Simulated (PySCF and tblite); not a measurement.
The numbers below are computed, except where a source is named.
C₈H₁₂, numbered as in [CH2:1]=[CH:2][C:3]1=[CH:4][CH2:5][CH2:6][CH2:7][CH2:8]1.

First level. The ensemble was built from 90 distance-geometry starts (ETKDG and KDG, MMFF94s, GFN2-xTB) and rests on GFN2-xTB geometries. Free energies are PBE0-D3(BJ)/pcSseg-1 single points with GFN2-xTB rigid-rotor and vibrational terms (modes under about 100 cm⁻¹ blended into free rotors). Symmetry numbers and mirror images are counted. Conformers within 2.5 kcal/mol (GFN2-xTB free energy) were kept, 5 at most. GIAO shieldings: PBE0/pcSseg-1. Shifts are against TMS (¹H), TMS (¹³C) at the same level; of two unlike H on one atom, a is the less shielded. Programs: PySCF with density fitting and tblite.

It gives, at 298.15 K, with 2 conformers (largest weight 100 %): ¹H: 6.59 (H2, 1H), 6.04 (H4, 1H), 5.32 (H1a, 1H), 5.21 (H1b, 1H), 2.31 (H5, 2H), 2.16 (H8, 2H), 1.68 (H7, 2H), 1.61 (H6, 2H) ppm. ¹³C: 148.4 (C2), 143.3 (C3), 139.0 (C4), 115.5 (C1), 30.8 (C5), 27.5 (C8), 26.6 (C6), 26.2 (C7) ppm.

Second level: GFN2-xTB geometries, energies B97-D-D3(BJ)/pcseg-1 (IEF-PCM, chloroform), shieldings OPBE/pcSseg-1 (IEF-PCM, chloroform), on up to 5 of the same conformers.

Problem. How do the averaged shifts change?

Solution. 
```tsv
signal	first	second	change (ppm)
H1a	5.32	5.41	0.08
H1b	5.21	5.28	0.07
H2	6.59	6.67	0.08
H4	6.04	6.23	0.19
H5	2.31	2.47	0.15
H6	1.61	1.65	0.04
H7	1.68	1.72	0.04
H8	2.16	2.27	0.11
C1	115.5	109.5	-6.1
C2	148.4	140.8	-7.6
C3	143.3	136.1	-7.3
C4	139.0	134.3	-4.6
C5	30.8	32.1	1.3
C6	26.6	26.9	0.3
C7	26.2	26.6	0.4
C8	27.5	28.2	0.7
```

The largest weight becomes 100 %.

Shifts are unscaled: against experiment ¹³C can be off by 15 ppm or more and ¹H by 0.8 ppm.
